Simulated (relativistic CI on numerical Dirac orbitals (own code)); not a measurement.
What each ingredient does to the levels of Tc¹³⁺

Base calculation: Dirac-Coulomb-Breit CI, KLI orbitals optimised for each configuration, model QED, unscaled Slater integrals.

CI space (outside the closed core [Ar] 3d10): 4s², 4s4p, 4p², 4s4d, 4d², 4s4f, 4p4d, 4f², 4p4f, 4s5s, 4s5p, 4d4f, 4s5d, 4s5f, 4s6s, 4s5g. Levels of other configurations are missing.

The lowest level and the first level of each name with at least 55 % of one term (blank where a level has no safe partner in the second run):

| Level | Base (cm⁻¹) | Shift (cm⁻¹) |
| --- | --- | --- |
| 4s² ¹S0 | 0 | 0 |
| 4s4p ³P°0 | 210547 | -10378 |
| 4s4p ³P°1 | 219524 | -10066 |
| 4s4p ³P°2 | 245822 | -10284 |
| 4s4p ¹P°1 | 318998 | +933 |
| 4p² ³P0 | 496158 | -10247 |
| 4p² ³P1 | 518449 | -9852 |
| 4p² ¹D2 | 519829 |  |
| 4p² ³P2 | 552812 |  |
| 4p² ¹S0 | 605124 | -9988 |
| 4s4d ³D1 | 672620 | -9853 |
| 4s4d ³D2 | 674792 | -9896 |
| 4s4d ³D3 | 678382 | -9781 |
| 4s4d ¹D2 | 731170 | -25482 |
| 4p4d ³F°2 | 895793 | -9075 |
| 4p4d ³F°3 | 911811 | -8202 |
| 4p4d ¹D°2 | 926963 | -10865 |
| 4p4d ³F°4 | 933713 | -8046 |
| 4p4d ³D°1 | 945847 | -10503 |
| 4p4d ³P°0 | 967603 | -10864 |
| 4p4d ³P°1 | 969933 | -10500 |
| 4p4d ³D°3 | 970517 | -8207 |

At this charge energies of transitions that change n are usually good to better than 1 %, and those within a shell (Δn = 0) to a few per cent.

(1) One thing was changed in a second run, which moved the levels as shown. Which?
A. QED terms removed
B. Breit term removed
C. P86 correlation estimate
D. configuration mixing switched off

## Answers

(1) D. Configuration mixing switched off. Without mixing, levels that were pushed by configurations of the same parity and J return to their single-configuration places.

LS names give the leading component of a level, which can be under half, so a name can repeat, a term be missing and a line seem to break the LS rules.
